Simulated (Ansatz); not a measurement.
Computed with Ansatz on PBE0-D4/def2-TZVP structures; ΔE is electronic, products minus reactants. CBS: MP2 limit from def2 TZ/QZ plus the TZ coupled-cluster correction, frozen cores. DFT in def2-TZVPP. For Br outer-core shells are correlated without core-valence functions, which leaves a few kJ/mol of doubt a bond. Scalar relativity is left out up to krypton. Each species was taken in one conformer, which may not be the lowest.

Consider the formal exchange of groups at the Si–N bond: `F[SiH](Br)N[SiH3]` + `CCC(C)O` → `CC[SiH](F)Br` + `CC(O)N[SiH3]`.

`F[SiH](Br)N[SiH3]`:

Cartesian coordinates in Å:
```
F 2.024 -0.149 -1.579
Si 0.890 -0.907 -0.758
Br 0.234 -2.573 -2.050
N -0.435 0.087 -0.403
Si -0.723 1.000 1.046
H 1.507 -1.409 0.479
H -1.120 0.187 -1.141
H -0.747 2.460 0.773
H -2.021 0.621 1.661
H 0.391 0.682 1.973
```

`CCC(C)O`:

Cartesian coordinates in Å:
```
C 1.511 -0.894 0.794
C 0.419 -0.683 -0.240
C -0.357 0.614 -0.054
C -1.426 0.793 -1.106
O -1.015 0.658 1.203
H 2.082 -1.801 0.588
H 2.215 -0.056 0.805
H 1.099 -1.004 1.802
H -0.292 -1.516 -0.213
H 0.860 -0.675 -1.243
H 0.353 1.454 -0.122
H -2.147 -0.027 -1.053
H -0.987 0.805 -2.106
H -1.963 1.729 -0.949
H -0.352 0.603 1.894
```

`CC[SiH](F)Br`:

Z-matrix (Å, degrees):
```
C
C 1 1.528
H 1 1.093 2 111.6
H 1 1.092 2 111.0 3 -119.8
H 1 1.092 2 111.4 3 120.3
Si 2 1.852 1 113.0 3 -59.6
H 2 1.096 1 111.0 3 61.2
H 2 1.095 1 111.1 3 179.0
Br 6 2.213 2 110.5 1 -178.5
F 6 1.596 2 109.5 1 -60.0
H 6 1.480 2 113.9 1 59.9
```

`CC(O)N[SiH3]`:

Z-matrix (Å, degrees):
```
C
C 1 1.511
H 1 1.091 2 110.4
H 1 1.090 2 110.2 3 121.0
H 1 1.093 2 109.6 3 -119.1
O 2 1.418 1 106.2 3 55.3
N 2 1.435 1 112.1 3 179.2
H 2 1.101 1 109.4 3 -62.6
H 6 0.961 2 107.9 1 175.5
Si 7 1.718 2 124.9 1 145.7
H 7 1.009 2 113.3 1 -52.4
H 10 1.495 7 114.3 2 65.2
H 10 1.484 7 107.3 2 -174.8
H 10 1.487 7 109.5 2 -54.4
```

| level | ΔE (eV) |
| --- | --- |
| r2SCAN-D4 | 0.86 |
| ωB97M-V | 0.88 |
| HF/def2-TZVPP | 0.95 |
| CCSD/def2-TZVPP | 0.93 |
| MP2/def2-QZVPP | 0.96 |
| HF/CBS(def2) | 0.96 |
| MP2/CBS(def2) | 0.96 |
| CCSD/CBS(def2) | 0.94 |

Question: What does CCSD(T)/CBS give? (Best estimate.)

Answer: Ansatz gave: +0.94 eV. The listed levels differ from it by -0.08, -0.06, 0.01, -0.01, 0.02, 0.02, 0.02, 0.00 eV.

Largest T1 diagnostic among the species: 0.011.

From PBE to PBE0 (25 % exact exchange), in def2-TZVPP and without D4, ΔE moves by +0.05 eV.
